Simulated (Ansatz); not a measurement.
The cluster Cu₅H₅⁻. Total charge -1; doublet. Geometry PBE-D4/def2-SVP, that of the neutral singlet; atoms count from 1.

Cartesian coordinates in Å:
```
Cu -1.8004 -0.8915 0.2141
Cu 1.8963 -0.2914 -0.6151
Cu -1.3208 1.4049 0.5886
Cu 1.0335 1.6983 0.3654
Cu 0.1851 -1.9372 -0.5489
H 1.6211 -1.7466 -1.2594
H -0.2300 2.5563 0.8810
H -2.6292 0.4842 0.3698
H -1.2258 -2.3971 0.0908
H 2.4702 1.1202 -0.0862
```

The highest occupied level of the charge -1 doublet lies above zero (up to 1.40 eV). By energy differences its removal costs 0.11 eV (vertical, to the charge 0 singlet, at PBE0-D4/def2-SVP); self-interaction error and the lack of diffuse functions both raise the level. Another isomer (singlet) lies 0.02 eV lower at PBE0-D4/def2-TZVP.

**Question.** Estimate the Mulliken populations from the PBE0/def2-SVP orbitals of Ansatz.

**Answer.** 
```json
{"atom": "Cu1", "charge (e)": "0.00", "spin (α − β)": "0.15", "d electrons": "9.73"}
{"atom": "Cu2", "charge (e)": "0.00", "spin (α − β)": "0.15", "d electrons": "9.73"}
{"atom": "Cu3", "charge (e)": "0.00", "spin (α − β)": "0.15", "d electrons": "9.73"}
{"atom": "Cu4", "charge (e)": "-0.01", "spin (α − β)": "0.15", "d electrons": "9.73"}
{"atom": "Cu5", "charge (e)": "0.00", "spin (α − β)": "0.15", "d electrons": "9.72"}
{"atom": "H6", "charge (e)": "-0.19", "spin (α − β)": "0.05", "d electrons": "–"}
{"atom": "H7", "charge (e)": "-0.20", "spin (α − β)": "0.06", "d electrons": "–"}
{"atom": "H8", "charge (e)": "-0.19", "spin (α − β)": "0.05", "d electrons": "–"}
{"atom": "H9", "charge (e)": "-0.19", "spin (α − β)": "0.05", "d electrons": "–"}
{"atom": "H10", "charge (e)": "-0.20", "spin (α − β)": "0.05", "d electrons": "–"}
```
Mulliken values and Mayer orders depend strongly on the basis.

**Question.** Where does the spin sit?

**Answer.** Summed by element: Cu 0.74, H 0.26, of 1 unpaired in all. Largest on single atoms: Cu4 0.15, Cu3 0.15, Cu2 0.15.

**Question.** And the Mayer bond orders between bonded heavy atoms (over 0.3)?

**Answer.** Cu1–Cu3 0.47 (2.38 Å); Cu1–Cu5 0.47 (2.37 Å); Cu2–Cu4 0.47 (2.38 Å); Cu2–Cu5 0.47 (2.38 Å); Cu3–Cu4 0.46 (2.38 Å).
